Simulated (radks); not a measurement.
The boron ion B+ inside a hard spherical wall (all orbitals vanish at R), configuration held at [He] 2s2 and not refilled when levels cross. Calculated with a radial shooting solver on a logarithmic mesh with Libxc functionals: non-relativistic Kohn-Sham, PBE, spin-polarised, spherical densities, point nucleus. Eigenvalues in eV for spin up, with the zero of energy where the potential of the charges vanishes at infinity; a dash marks a level that is unbound or too diffuse for the functional's potential to be trusted. A positive occupied level is held by the wall or, in an anion where self-interaction has pushed it up, behind a barrier. The pressure on the wall is -dE/dV.

| R (bohr) | E (hartree) | kinetic (hartree) | e(1s) | e(2s) | e(2p, empty) | e(3s, empty) | pressure (GPa) |
|---|---|---|---|---|---|---|---|
| free | -24.29343 | 24.214 | -193.57 | -19.505 | -13.366 | - | 0 |
| 20 | -24.29343 | 24.214 | -193.57 | -19.505 | -13.366 | - | < 0.0001 |
| 10 | -24.29343 | 24.214 | -193.57 | -19.505 | -13.366 | -4.183 | < 0.0001 |
| 8 | -24.29342 | 24.214 | -193.57 | -19.504 | -13.364 | -3.606 | 0.000937 |
| 5 | -24.28742 | 24.266 | -193.22 | -19.254 | -13.014 | 3.356 | 1.10 |
| 3.5 | -24.19098 | 24.766 | -190.47 | -16.810 | -10.233 | 24.968 | 36.0 |
| 3 | -24.03719 | 25.362 | -187.73 | -13.685 | -7.096 | 44.102 | 122 |
